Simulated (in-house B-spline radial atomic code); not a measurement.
Nb is squeezed into an impenetrable sphere of radius R (the orbitals vanish at R). No spin polarisation. Method: scalar-relativistic (X2C) PBE, spherical fractional occupations, Fermi nucleus of rms radius 4.324 fm. Calculated with a radial B-spline atomic code at the basis-set limit.

Energies in eV above the free atom in [Kr] 4d4 5s1:

```
R (bohr)  highest level (eV)  [Kr] 4d4 5s1  [Ar] 3d10 4s2 4p5 4d4 4f1 5s1  [Kr] 4d4 5f1
    8.31               -2.73        0.1719                           43.2         19.06
    6.02               -1.35         1.714                          48.63         31.56
    5.08               0.382         4.612                          54.41         42.41
    4.33                4.74         10.67                          63.94         57.52
    3.67                13.1          23.9                           81.9         81.72
    3.08                29.9         54.42                          119.1         125.1
    2.59                  61         121.3                          194.5         204.2
    2.21                 111         249.1                          331.7         339.8
    1.92                 182         461.9                          553.4         553.1
    1.57                 352          1069                           1170          1140
```

(1) Does [Ar] 3d10 4s2 4p5 4d4 4f1 5s1 fall below [Kr] 4d4 5s1 under compression?

(2) Does [Kr] 4d4 5f1 fall below [Kr] 4d4 5s1 under compression?

The highest level is first positive in the row R = 5.08 bohr, pushed up by confinement above the zero of the free ion's potential. Each configuration is held fixed and needn't be the lowest in the sphere.

Answers

(1) No, it stays above over the whole range.

(2) No, it stays above over the whole range.
